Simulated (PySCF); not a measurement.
Ge(Cl)(Me) (CH₃ClGe), SMILES [CH3][Ge][Cl] (connectivity only; charge and spin as stated), neutral, multiplicity 1.

Geometry: PBE-D3(BJ)/def2-TZVP.

Level of theory: PBE-D3(BJ)/def2-TZVP in PySCF.

Frequencies are harmonic and unscaled.

```json
[
 {"mode": "1", "ν (cm⁻¹)": "80", "IR (km/mol)": "0.2", "moving atoms (share of kinetic energy)": "H 96 %"},
 {"mode": "2", "ν (cm⁻¹)": "186", "IR (km/mol)": "2.1", "moving atoms (share of kinetic energy)": "C 37 %, Cl 25 %, H 24 %, Ge 14 %"},
 {"mode": "3", "ν (cm⁻¹)": "370", "IR (km/mol)": "61.0", "moving atoms (share of kinetic energy)": "Cl 67 %, Ge 32 %"},
 {"mode": "4", "ν (cm⁻¹)": "529", "IR (km/mol)": "45.2", "moving atoms (share of kinetic energy)": "C 65 %, H 18 %, Ge 17 %"},
 {"mode": "5", "ν (cm⁻¹)": "553", "IR (km/mol)": "0.5", "moving atoms (share of kinetic energy)": "H 86 %, C 13 %"},
 {"mode": "6", "ν (cm⁻¹)": "716", "IR (km/mol)": "7.7", "moving atoms (share of kinetic energy)": "H 79 %, C 19 %"},
 {"mode": "7", "ν (cm⁻¹)": "1170", "IR (km/mol)": "17.7", "moving atoms (share of kinetic energy)": "H 82 %, C 18 %"},
 {"mode": "8", "ν (cm⁻¹)": "1380", "IR (km/mol)": "4.1", "moving atoms (share of kinetic energy)": "H 95 %"},
 {"mode": "9", "ν (cm⁻¹)": "1384", "IR (km/mol)": "11.8", "moving atoms (share of kinetic energy)": "H 94 %"},
 {"mode": "10", "ν (cm⁻¹)": "2957", "IR (km/mol)": "1.2", "moving atoms (share of kinetic energy)": "H 98 %"},
 {"mode": "11", "ν (cm⁻¹)": "3041", "IR (km/mol)": "3.9", "moving atoms (share of kinetic energy)": "H 91 %, C 9 %"},
 {"mode": "12", "ν (cm⁻¹)": "3061", "IR (km/mol)": "11.1", "moving atoms (share of kinetic energy)": "H 91 %, C 9 %"}
]
```
